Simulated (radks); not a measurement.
Values are calculated unless marked as measured or tabulated.
All-electron atom: neutral ytterbium in [Kr] 4d10 4f14 5s1.75 5p6 6s2 6p0.25 (fractional occupations, a model configuration). Code: a radial shooting solver on a logarithmic mesh with Libxc functionals. Model: Dirac Kohn-Sham, PBE, spin-unpolarised, spherical densities, point nucleus; open shells fill j = l - 1/2 first.

X-ray form factor f0, the Fourier transform of the density (f0(0) = 70):

sin(theta)/lambda (1/angstrom)  f0 (electrons)
0.05                                    68.708
0.1                                     65.824
0.15                                    62.532
0.2                                     59.145
0.25                                    55.702
0.3                                     52.287
0.4                                     45.932
0.5                                     40.500
0.6                                     35.929
0.8                                     28.714
1                                       23.497
1.25                                    19.206
1.5                                     16.548
2                                       13.058
